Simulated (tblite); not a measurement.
Run record: tight-binding relaxation, `C1=CSC([C@H]2CC[CH2][AlH]2)=C1`.

Computed with GFN2-xTB geometry optimisation, gas phase (tblite 0.8.0). Start geometry: from a force field or distance geometry. The command runs a driver script over a list of jobs; the input below is this job's line of settings and its coordinates in Å.

Command:
```bash
OMP_NUM_THREADS=1 python probes_run.py task.json out
```

Input:
```
{"job": {"kind": "relax", "xc": "GFN2-xTB", "basis": "xTB"}, "charge": 0, "multiplicity": 1}
C      3.441300     0.087600    -0.049400
C      3.298500     1.310600     0.538100
S      1.581300     1.470600     0.648800
C      1.108700    -0.082800    -0.125200
C     -0.204300    -0.681400    -0.386200
C     -1.021000    -0.669500     0.891300
C     -2.455300    -0.686400     0.564900
C     -2.837500     0.638900    -0.072700
Al    -1.304900     0.667700    -1.386700
C      2.329200    -0.602500    -0.373200
H      4.457700    -0.312200    -0.255600
H      4.090800     1.962500     0.865500
H     -0.200700    -1.665400    -0.867100
H     -0.755900    -1.601700     1.437500
H     -0.722000     0.187500     1.543800
H     -3.017000    -0.716400     1.560700
H     -2.788500    -1.552200    -0.011200
H     -3.755400     0.509200    -0.660900
H     -2.817100     1.480600     0.624000
H     -0.845900     1.877100    -2.309000
H      2.409200    -1.604600    -0.868400
```

Question: What does the run print?

Answer: 
```
step      E/eV     max force
  0    -733.48857    4.258
  1    -734.04589    1.792
  2    -734.23967    0.945
  3    -734.45662    0.861
  4    -734.53733    0.865
  5    -734.62095    0.495
  6    -734.66030    0.474
  7    -734.69133    0.326
  8    -734.70484    0.218
  9    -734.71183    0.166
... (124 lines left out)
134    -734.85451    0.022
135    -734.85463    0.028
136    -734.85476    0.036
137    -734.85489    0.033
138    -734.85499    0.021
139    -734.85506    0.016
140    -734.85513    0.013
141    -734.85517    0.013
142    -734.85520    0.011
143    -734.85521    0.009
```

«max force» is the largest atomic force in eV/Å.

Question: From which step on does the largest force stay under 0.1 eV/Å, and how much energy is left to gain from there?

Answer: From step 91 (0.098 eV/Å), 5.5 meV above the end.

Main results: energy lowered by 31.5 kcal/mol over 143 steps; largest atomic force 0.009 eV/Å at the end.

Question: Give the final coordinates.

Answer: 0.576 Å rms from the input after alignment:
```
atom  x, y, z in Å
C1     3.3017    0.3730   -0.2221
C2     2.7412    1.4767    0.3177
S3     1.0456    1.2424    0.6254
C4     1.1091   -0.3825   -0.0287
C5    -0.1800   -1.0612   -0.2634
C6    -1.1353   -1.0526    0.9525
C7    -2.5168   -0.4985    0.5622
C8    -2.3979    0.9387   -0.0016
Al9   -0.8213    0.6415   -1.1948
C10    2.3721   -0.6759   -0.4443
H11    4.3461    0.2992   -0.4703
H12    3.1999    2.3995    0.6090
H13    0.0060   -2.0790   -0.6115
H14   -1.2480   -2.0586    1.3633
H15   -0.7227   -0.4183    1.7419
H16   -3.1794   -0.5300    1.4310
H17   -2.9415   -1.1527   -0.2065
H18   -3.3479    1.2317   -0.4607
H19   -2.2408    1.6353    0.8329
H20   -0.0414    1.3079   -2.3382
H21    2.6425   -1.6197   -0.8850
```

Question: Estimate the wall time. Hardware: Arm Neoverse N1, one thread, no GPU, on a shared host.

Answer: About 2.8 s.
Labels such as C1 count atoms from 1, the log's own numbers from 0.
